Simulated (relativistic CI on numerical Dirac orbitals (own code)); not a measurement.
Electric-dipole transitions in Ga27+

Method of calculation: Dirac-Coulomb-Breit CI, KLI orbitals optimised for each configuration, model QED, unscaled Slater integrals (own radial code, finite nucleus).

Configurations in the expansion (outside the closed core 1s2): 2s2, 2s 2p, 2p2, 2p 3s, 2p 3p, 2s 3s, 2s 3p, 2s 3d, 2s 4s, 2s 4p, 2s 4d, 2s 4f, 2s 5s, 2s 5p, 3s2, 2s 5d, 2s 5f, 2s 5g, 3s 3p, 3p2. Levels of other configurations are missing.

| λ vac (nm) | Lower | Upper | A (s⁻¹) | E lower (eV) | E upper (eV) |
| --- | --- | --- | --- | --- | --- |
| 0.58026 | 2s 2p 3P°_1 [3] | 2s 4d 3D_2 [42] | 1.12e+13 | 59.76 | 2196.48 |
| 0.58718 | 2s 2p 3P°_2 [4] | 2s 4d 3D_3 [43] | 1.45e+13 | 85.78 | 2197.30 |
| 0.59809 | 2s 2p 1P°_1 [5] | 2s 4d 1D_2 [44] | 1.44e+13 | 127.29 | 2200.31 |
| 0.74416 | 2s 2p 3P°_0 [2] | 2p 3p 3P_1 [25] | 7.71e+12 | 52.84 | 1718.94 |
| 0.74601 | 2s 2p 3P°_2 [4] | 2p 3p 3D_3 [31] | 1.04e+13 | 85.78 | 1747.75 |
| 0.74666 | 2s 2p 3P°_2 [4] | 2p 3p 3P_2 [30] | 9.63e+12 | 85.78 | 1746.29 |
| 0.74717 | 2s 2p 3P°_1 [3] | 2p 3p 3D_2 [26] | 1.01e+13 | 59.76 | 1719.15 |
| 0.74903 | 2s2 1S_0 [1] | 2s 3p 1P°_1 [15] | 1.74e+13 | 0.00 | 1655.26 |
| 0.75299 | 2s2 1S_0 [1] | 2s 3p 3P°_1 [14] | 9.22e+12 | 0.00 | 1646.56 |
| 0.75940 | 2s 2p 1P°_1 [5] | 2p 3p 1D_2 [33] | 1.29e+13 | 127.29 | 1759.96 |
| 0.76581 | 2s 2p 1P°_1 [5] | 2p 3p 3P_2 [30] | 6.36e+12 | 127.29 | 1746.29 |
| 0.76742 | 2s 2p 3P°_0 [2] | 2s 3d 3D_1 [17] | 2.89e+13 | 52.84 | 1668.44 |
| 0.77017 | 2s 2p 3P°_1 [3] | 2s 3d 3D_2 [18] | 3.72e+13 | 59.76 | 1669.60 |
| 0.77072 | 2s 2p 3P°_1 [3] | 2s 3d 3D_1 [17] | 2.04e+13 | 59.76 | 1668.44 |
| 0.78180 | 2s 2p 3P°_2 [4] | 2s 3d 3D_3 [19] | 4.76e+13 | 85.78 | 1671.66 |
| 0.78282 | 2s 2p 3P°_2 [4] | 2s 3d 3D_2 [18] | 1.19e+13 | 85.78 | 1669.60 |
| 0.79798 | 2s 2p 1P°_1 [5] | 2s 3d 1D_2 [20] | 3.63e+13 | 127.29 | 1681.01 |
| 1.5820 | 2s 3p 3P°_2 [16] | 2s 5d 3D_3 [57] | 2.16e+12 | 1655.93 | 2439.67 |
| 1.6042 | 2s 3d 3D_1 [17] | 2s 5f 3F°_2 [59] | 2.45e+12 | 1668.44 | 2441.29 |
| 1.6065 | 2s 3d 3D_2 [18] | 2s 5f 3F°_3 [60] | 2.55e+12 | 1669.60 | 2441.35 |
| 1.6104 | 2s 3d 3D_3 [19] | 2s 5f 3F°_4 [61] | 2.93e+12 | 1671.66 | 2441.56 |
| 1.6294 | 2s 3d 1D_2 [20] | 2s 5f 1F°_3 [64] | 2.74e+12 | 1681.01 | 2441.93 |
| 2.1735 | 2s 3s 3S_1 [11] | 2s 4p 3P°_2 [39] | 1.72e+12 | 1620.19 | 2190.63 |
| 2.2546 | 2s 3p 3P°_1 [14] | 2s 4d 3D_2 [42] | 2.73e+12 | 1646.56 | 2196.48 |
| 2.2551 | 2s 3p 3P°_0 [13] | 2s 4d 3D_1 [41] | 2.41e+12 | 1646.32 | 2196.12 |
| 2.2747 | 2s 3p 1P°_1 [15] | 2s 4d 1D_2 [44] | 3.10e+12 | 1655.26 | 2200.31 |
| 2.2902 | 2s 3p 3P°_2 [16] | 2s 4d 3D_3 [43] | 4.36e+12 | 1655.93 | 2197.30 |
| 2.3292 | 2s 3d 3D_1 [17] | 2s 4f 3F°_2 [45] | 7.20e+12 | 1668.44 | 2200.75 |
| 2.3337 | 2s 3d 3D_2 [18] | 2s 4f 3F°_3 [46] | 7.36e+12 | 1669.60 | 2200.87 |
| 2.3342 | 2s 3d 3D_2 [18] | 2s 4f 3F°_2 [45] | 1.32e+12 | 1669.60 | 2200.75 |
| 2.3409 | 2s 3d 3D_3 [19] | 2s 4f 3F°_4 [47] | 8.65e+12 | 1671.66 | 2201.29 |
| 2.3428 | 2s 3d 3D_3 [19] | 2s 4f 3F°_3 [46] | 8.54e+11 | 1671.66 | 2200.87 |
| 2.3805 | 2s 3d 1D_2 [20] | 2s 4f 1F°_3 [48] | 7.94e+12 | 1681.01 | 2201.85 |
| 4.9156 | 2s 4p 3P°_1 [38] | 2s 5d 3D_2 [56] | 6.28e+11 | 2187.01 | 2439.24 |
| 4.9746 | 2s 4p 1P°_1 [40] | 2s 5d 1D_2 [58] | 8.03e+11 | 2191.76 | 2441.00 |
| 4.9786 | 2s 4p 3P°_2 [39] | 2s 5d 3D_3 [57] | 8.93e+11 | 2190.63 | 2439.67 |
| 5.0572 | 2s 4d 3D_1 [41] | 2s 5f 3F°_2 [59] | 1.34e+12 | 2196.12 | 2441.29 |
| 5.0631 | 2s 4d 3D_2 [42] | 2s 5f 3F°_3 [60] | 1.40e+12 | 2196.48 | 2441.35 |
| 5.0758 | 2s 4d 3D_3 [43] | 2s 5f 3F°_4 [61] | 1.59e+12 | 2197.30 | 2441.56 |
| 5.1313 | 2s 4d 1D_2 [44] | 2s 5f 1F°_3 [64] | 1.56e+12 | 2200.31 | 2441.93 |
| 5.1408 | 2s 4f 3F°_2 [45] | 2s 5g 3G_3 [63] | 2.41e+12 | 2200.75 | 2441.93 |
| 5.1434 | 2s 4f 3F°_3 [46] | 2s 5g 3G_4 [62] | 2.23e+12 | 2200.87 | 2441.92 |
| 5.1489 | 2s 4f 3F°_4 [47] | 2s 5g 3G_5 [65] | 2.62e+12 | 2201.29 | 2442.09 |
| 5.1604 | 2s 4f 1F°_3 [48] | 2s 5g 1G_4 [66] | 2.30e+12 | 2201.85 | 2442.12 |
| 5.1646 | 2s 4f 1F°_3 [48] | 2s 5g 3G_4 [62] | 2.99e+11 | 2201.85 | 2441.92 |

Terms are leading LS components. Brackets give the number of a level in order of energy, since labels repeat. The list gives strong lines, with weight on those to low levels, without lines whose two gauges differ by over a factor of 2.5, among the lowest 66 of 76 levels, so that lines to higher ones, which can be the strongest, are missing. Levels whose partners in the same complex of configurations lie outside the list can be far off, and so can their lines. Rates are taken at the computed energies, electric ones in the length gauge.

At this charge energies of transitions that change n are usually good to better than 1 %, and those within a shell (Δn = 0) to a few per cent.

LS names give the leading component of a level, which can be under half, so a name can repeat, a term be missing and a line seem to break the LS rules.
